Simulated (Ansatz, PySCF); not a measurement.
Gas-phase reaction 2 R1 → P1 + P2, each structure at its B3LYP-D3(BJ)/def2-TZVP stationary point, reached from a drawn start (curvature not checked).
P1: Cl3NbO (SMILES [O]=[Nb]([Cl])([Cl])[Cl]), charge 0, multiplicity 1.
R1, Cl2NbO (SMILES [O]=[Nb]([Cl])[Cl]) (charge 0, multiplicity 2):
```tsv
atom	x (Å)	y (Å)	z (Å)
Nb	0.0721	-0.0003	-0.0039
O	1.7644	-0.0078	-0.0220
Cl	-0.9091	2.0914	0.0061
Cl	-0.9274	-2.0833	0.0198
```
P2, ClNbO (SMILES [O]=[Nb][Cl]) (charge 0, multiplicity 3, Z-matrix in Å and degrees):
```
Nb
O 1 1.6928
Cl 1 2.3272 2 116.15
```

```tsv
level	reaction energy (kcal/mol)	cost
HF/def2-TZVPP	20.14	-
HF/def2-QZVPP	20.23	-
SVWN5/def2-TZVPP	3.60	×0.6
PBE/def2-TZVPP	5.37	×1
PBE-D3(BJ)/def2-TZVPP	4.59	×1
PBE-D4/def2-TZVPP	4.62	×1
BLYP/def2-TZVPP	7.90	×0.9
BLYP-D3(BJ)/def2-TZVPP	6.08	×0.9
BLYP-D4/def2-TZVPP	6.27	×0.9
revPBE/def2-TZVPP	5.83	×0.9
revPBE-D4/def2-TZVPP	3.98	×0.9
r2SCAN/def2-TZVPP	6.33	×2
r2SCAN-D3(BJ)/def2-TZVPP	6.12	×2
r2SCAN-D4/def2-TZVPP	6.17	×2
B97M-V/def2-TZVPP	8.06	×2
B3LYP/def2-TZVPP	9.51	×0.9
B3LYP-D4/def2-TZVPP	8.26	×0.9
PBE0/def2-TZVPP	7.65	×0.9
PBE0-D3(BJ)/def2-TZVPP	6.91	×0.9
PBE0-D4/def2-TZVPP	7.00	×0.9
BHLYP/def2-TZVPP	13.50	×1
BHLYP-D3(BJ)/def2-TZVPP	12.26	×1
M06-2X/def2-TZVPP	12.30	-
CAM-B3LYP/def2-TZVPP	11.62	×1
CAM-B3LYP-D3(BJ)/def2-TZVPP	10.85	×1
CAM-B3LYP-D4/def2-TZVPP	10.94	×1
wB97X-V/def2-TZVPP	11.04	×3
wB97M-V/def2-TZVPP	9.64	×4
B2PLYP/def2-TZVPP	8.96	×1
MP2/def2-SVP	5.34	-
MP2/CBS(def2-TZVPP, def2-QZVPP)	6.68	-
SCS-MP2/def2-SVP	9.00	-
SCS-MP2/def2-TZVPP	9.70	-
SCS-MP2/def2-QZVPP	10.63	-
CCSD/def2-SVP	13.62	-
CCSD/def2-TZVPP	13.24	-
CCSD/def2-QZVPP	13.95	-
CCSD(T)/def2-SVP	11.42	×1
CCSD(T)/def2-QZVPP	11.63	×400*
CCSD(T)/CBS(def2-TZVPP, def2-QZVPP)	12.11	×400*
```

P less R. No zero-point or thermal terms; singlets are restricted closed shells; open shells are unrestricted; no spin–orbit coupling. The spin states of the d-block species are the ones drawn and need not be the lowest.

Correlated levels freeze the cores. CBS(a, b) extrapolates the correlation energy as X⁻³ and adds the Hartree–Fock energy of set b.

Programs: Ansatz (Gaussian orbitals); PySCF for M06-2X and the D3/D4 terms. Each number belongs to the level named beside it. Elements past Kr take the def2 small-core potentials, without spin–orbit coupling.

Costs are rough ratios of core time to PBE/def2-TZVPP (about 30 s over the structures, on one shared machine); a dash marks a level with no comparable run of its own. A star marks coupled-cluster runs past 200 virtual orbitals, where the program's memory plan changes under this machine's limit, so their costs aren't comparable with smaller runs.

Ansatz is a first-principles code.
